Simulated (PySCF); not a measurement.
# RuN(OH)₂ → H₂RuN + O₂

Level: PBE0 in the def2-TZVP basis family, computed in PySCF with density fitting; scalar-relativistic core potentials for atoms from Rb on, none lighter, no spin–orbit coupling; open shells unrestricted.

```tsv
species	state and structure	E (Eh)	ZPE (kJ/mol)	H(298 K) − H(0) (kJ/mol)	S° (J/(mol K))
RuN(OH)₂	doublet, Cs, O–H 0.961 Å (×2), Ru–N 1.566 Å, Ru–O 1.887 Å (×2); H–O–Ru 119.5°, H–O–Ru 121.2°, N–Ru–O 117.6°, N–Ru–O 122.8°, O–Ru–O 119.5°	-301.14142	75.2	19.0	339.6
H₂RuN	doublet, Cs, Ru–H 1.601 Å (×2), Ru–N 1.580 Å; H–Ru–H 97.2°, H–Ru–N 104.2° (×2)	-150.71190	42.0	11.3	264.6
O₂	triplet, D∞h, O–O 1.193 Å	-150.23561	10.3	8.7	204.9
```

Q: What is the electronic reaction energy?

A: At PBE0/def2-TZVP, ΔE = 509.1 kJ/mol from the differences of the total energies times 2625.5, uphill. 

Q: Add zero-point, thermal and entropy terms for 298.15 K and 1 bar.

A: ΔZPE = -22.9 and Δ[H(298) − H(0)] = 1.0 kJ/mol give ΔH° = 487.2 kJ/mol. ΔS° = 129.9 J/(mol K), so ΔG° = 487.2 − 298.15 × (0.1299) = 448 kJ/mol.

Open d or f shells are single determinants, so the state found may not be the ground state. Only the bonding shown was studied: isomers, or loss of a ligand pair, can lie lower.
